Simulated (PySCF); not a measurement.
PySCF input:

```python
from pyscf import gto, scf, mp, cc as ccmod

mol = gto.M(
    atom='''
    Si   -0.00000000   -0.00000000   -1.07781535
    Cl    0.00000000    0.00000000    0.88761264
    ''',
    basis='cc-pvdz',
    charge=1,
    spin=0,
    verbose=4,
)

mf = scf.RHF(mol)
mf.conv_tol = 1e-10
mf.max_cycle = 100
mf.kernel()
mp2 = mp.MP2(mf, frozen=10).run()
cc = ccmod.CCSD(mf, frozen=10)
cc.max_cycle = 100
cc.kernel()
et = cc.ccsd_t()
print(f'E(CCSD(T)) = {cc.e_tot + et:.9f}')
```

**Question.** Predict the final energy.

**Answer.** -748.38985 Eh (CCSD(T)/cc-pVDZ).
